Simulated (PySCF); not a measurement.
Some computed properties have been withheld. Give your best values.

Compound: C5H7FO2.
SMILES: `O=C1CCC[C@@H](F)O1`

```csv
property,level,value
point group,PBE0-D3(BJ)/def2-SVP,C1
"rotational constants A, B, C",PBE0-D3(BJ)/def2-SVP,?
dipole moment,PBE0/def2-SVPD,4.58 D
HOMO energy,PBE0/def2-SVPD,?
LUMO energy,PBE0/def2-SVPD,-0.19 eV
lowest singlet excitation,TDDFT PBE0/def2-SVPD,?
strongest line among the 6 lowest singlet transitions,TDDFT PBE0/def2-SVPD,?
static isotropic polarisability,PBE0/def2-SVPD,63.5 au
electronic spatial extent ⟨r²⟩ about the centre of nuclear charge,PBE0/def2-SVPD,?
```

Gas-phase values; electronic properties from PySCF, density fitting. Geometry: PBE0-D3(BJ)/def2-SVP, one conformer, isolated molecule.

Give the rotational constants A, B, C.

3.119, 2.040, 1.571 GHz.

The strongest line among the 6 lowest singlet transitions?

S3 at 7.75 eV (160 nm, f = 0.058).

The electronic spatial extent ⟨r²⟩ about the centre of nuclear charge?

827 bohr².

The lowest singlet excitation?

5.66 eV (219 nm, f = 0.002).

Give the HOMO energy.

-8.10 eV.

With B = h/(8π²I), that is 505.379 GHz u Å² over I, the principal moments of inertia are 162.0, 247.7 and 321.8 u Å² (most abundant isotopes). In wavenumbers S1 is 45700 cm⁻¹ (1 eV = 8065.54 cm⁻¹). No computed singlet falls in the visible range (750 to 380 nm, 1.65 to 3.26 eV); S1 lies 2.40 eV above its blue end.
